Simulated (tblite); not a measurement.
Compound: C₄H₁₄Si₃.
SMILES with atom numbers: `[CH3:1][C@:2]1([SiH3:3])[CH2:4][Si@H:5]([SiH3:6])[CH2:7]1` (hydrogens: H8, H9, H10 on C1; H11, H12, H13 on Si3; H14, H15 on C4; H16 on Si5; H17, H18, H19 on Si6; H20, H21 on C7)

Structure optimised with GFN2-xTB, isolated species.

What internal coordinates does the optimisation give?

```json
{"bond": "C1–C2", "length (pm)": "152.4"}
{"bond": "C2–Si3", "length (pm)": "190.6"}
{"bond": "C2–C4, C2–C7", "length (pm)": "155.0"}
{"bond": "C4–Si5, Si5–C7", "length (pm)": "191.7"}
{"bond": "Si5–Si6", "length (pm)": "230.9"}
{"bond": "C1–H8, C1–H9, C1–H10", "length (pm)": "109.0"}
{"bond": "Si3–H11, Si3–H12, Si3–H13", "length (pm)": "146.5"}
{"bond": "C4–H14, C7–H21", "length (pm)": "108.9"}
{"bond": "C4–H15, C7–H20", "length (pm)": "109.0"}
{"bond": "Si5–H16", "length (pm)": "147.7"}
{"bond": "Si6–H17, Si6–H18, Si6–H19", "length (pm)": "146.6"}
```

Bonds in one row agree within 1 pm and their mean is given. A selection of angles:
```json
{"angle": "C2–C1–H8", "degrees": "110.9"}
{"angle": "H8–C1–H9", "degrees": "108.0"}
{"angle": "C1–C2–Si3", "degrees": "111.1"}
{"angle": "C1–C2–C4", "degrees": "109.7"}
{"angle": "Si3–C2–C4", "degrees": "113.4"}
{"angle": "C4–C2–C7", "degrees": "99.0"}
{"angle": "C2–Si3–H11", "degrees": "109.6"}
{"angle": "C2–Si3–H12", "degrees": "108.3"}
{"angle": "H11–Si3–H12", "degrees": "109.7"}
{"angle": "C2–C4–Si5", "degrees": "91.3"}
{"angle": "C2–C4–H14", "degrees": "113.3"}
{"angle": "C2–C4–H15", "degrees": "112.3"}
{"angle": "Si5–C4–H14", "degrees": "119.0"}
{"angle": "Si5–C4–H15", "degrees": "113.4"}
{"angle": "H14–C4–H15", "degrees": "107.0"}
{"angle": "C4–Si5–Si6", "degrees": "118.3"}
{"angle": "C4–Si5–C7", "degrees": "75.9"}
{"angle": "C4–Si5–H16", "degrees": "112.5"}
{"angle": "Si6–Si5–H16", "degrees": "114.2"}
{"angle": "Si5–Si6–H17", "degrees": "113.7"}
{"angle": "Si5–Si6–H18", "degrees": "111.7"}
{"angle": "H17–Si6–H18", "degrees": "106.2"}
{"angle": "H18–Si6–H19", "degrees": "106.7"}
```

Dihedral angles: C1–C2–C4–Si5 -101° (anticlinal); C2–C4–Si5–Si6 104° (anticlinal); C4–Si5–C7–C2 11° (synperiplanar); C1–C2–C7–Si5 101° (anticlinal).

Si3 (SiH3 silicon) is tetrahedral (angles from 108.3° to 110.0°). Si5 (SiH silicon) has angles from 75.9° to 118.3°. Si6 (SiH3 silicon) is distorted tetrahedral (angles from 106.2° to 113.7°). The 4-membered ring C2–C4–Si5–C7 has internal angles of 75.9° to 99.0° (sum 357°, against 360° for a flat polygon); it is puckered, 0.09 Å rms from its mean plane, widest ring torsion 13°. The 3 C–C bonds span 1.524 Å (C1–C2, drawn single) to 1.550 Å (C2–C7, drawn single), a spread of 0.026 Å. Of the pairs four or more bonds apart, Si5···H10 is among the closest relative to their van der Waals radii: 3.09 Å, 94 % of the sum of Bondi's values.

Point group: Cs (every atom within 0.08 Å of its image). GFN2-xTB frequencies show an imaginary mode (56i cm⁻¹), so the point is no minimum at that level.

All values are computed, not measured.
